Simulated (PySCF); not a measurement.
Precursor series Ti Br-H. Gas-phase values, no solvent.

The LUMO from two functionals at the same geometries (TPSS-D3(BJ)/def2-SVP), both in PySCF: PBE-D3(BJ)/def2-TZVP and B3LYP-D3(BJ)/def2-TZVP. B3LYP has the VWN-RPA correlation part, as in Gaussian. 

```tsv
species	B3LYP-D3(BJ)/def2-TZVP (eV)
0 of 4 Br replaced by H	-3.98
2 of 4 Br replaced by H ([Ti(Br)2(H)2])	-3.67
3 of 4 Br replaced by H ([Ti(Br)(H)3])	-3.42
4 of 4 Br replaced by H ([Ti(H)4])	-3.23
```

**Question.** What does PBE-D3(BJ)/def2-TZVP give for each?

**Answer.** 
- 0 of 4 Br replaced by H: -4.53
- 2 of 4 Br replaced by H ([Ti(Br)2(H)2]): -4.51
- 3 of 4 Br replaced by H ([Ti(Br)(H)3]): -4.35
- 4 of 4 Br replaced by H ([Ti(H)4]): -4.31
Over these rows, drawn at random from the members with no instability flagged (it was tested for open shells, ions and some series alone), PBE minus B3LYP-D3(BJ): mean -0.85 eV, from -1.08 eV to -0.56 eV.
